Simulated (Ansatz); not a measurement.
Reaction (germylene formation by 1,1-elimination): `C[O][GeH]([OH])[O]C` → CH₃OH + `C[O][Ge][OH]`

Program: Ansatz. Geometries: PBE0-D4/def2-TZVP. ΔE: electronic, gas phase. CCSD(T)/CBS adds triple-zeta CCSD(T) − MP2 to the extrapolated MP2 energy (def2 sets, frozen cores). This one scheme is used for every species. DFT in def2-TZVPP. B3LYP here is the variant with VWN-RPA as its local correlation; programs differ in this. For Ge outer-core shells are correlated without core-valence functions, which leaves a few kJ/mol of doubt a bond. Scalar relativity is left out up to krypton. One conformer a species, not always the lowest.

`C[O][GeH]([OH])[O]C`:

```xyz
14

C     0.653   -0.569    1.968
O    -0.222    0.354    1.357
Ge   -1.188   -0.139   -0.042
O    -1.988    1.357   -0.511
O    -0.131   -0.720   -1.327
C     0.809    0.161   -1.905
H     1.369   -0.992    1.254
H     0.109   -1.395    2.442
H     1.211   -0.040    2.743
H    -2.171   -1.275    0.232
H    -1.659    2.096    0.008
H     1.336   -0.383   -2.692
H     0.323    1.035   -2.352
H     1.547    0.510   -1.173
```

CH₃OH:

Z-matrix (Å, degrees):
```
C
O 1 1.409
H 1 1.097 2 112.4
H 1 1.090 2 107.0 3 -118.5
H 1 1.097 2 112.4 3 123.0
H 2 0.959 1 108.5 3 -61.6
```

`C[O][Ge][OH]`:

```xyz
8

C    -0.155    1.166    0.131
O     0.263    0.253    1.124
Ge    0.506   -1.492    0.969
O     0.062   -1.646   -0.768
H     0.621    1.924   -0.008
H    -0.350    0.677   -0.826
H    -1.067    1.668    0.468
H     0.121   -2.549   -1.091
```

CCSD(T)/CBS gives +79.9 kJ/mol.

(1) Another level gave +95.3 kJ/mol. Which?
A. HF/def2-TZVPP
B. CCSD(T)/def2-TZVPP
C. B3LYP/def2-TZVPP
D. PBE-D4/def2-TZVPP

Largest T1 diagnostic among the species: 0.015.

Results:

(1) B. CCSD(T)/def2-TZVPP 95.3, B3LYP 45.3, PBE-D4 57.7, HF/def2-TZVPP 91.1 kJ/mol.

The D4 term adds +14.7 kJ/mol with B3LYP and +8.5 kJ/mol with PBE0; it sums over pairs of atoms, weighted by their polarisabilities, and B3LYP, whose exchange is more repulsive, gets the larger term. In def2-TZVPP, CCSD(T) changes the Hartree–Fock value by +4.2 kJ/mol (the triples alone add −0.2 kJ/mol) and MP2 by +11.0 kJ/mol. From PBE to PBE0 (25 % exact exchange), in def2-TZVPP and without D4, ΔE moves by +23.0 kJ/mol.
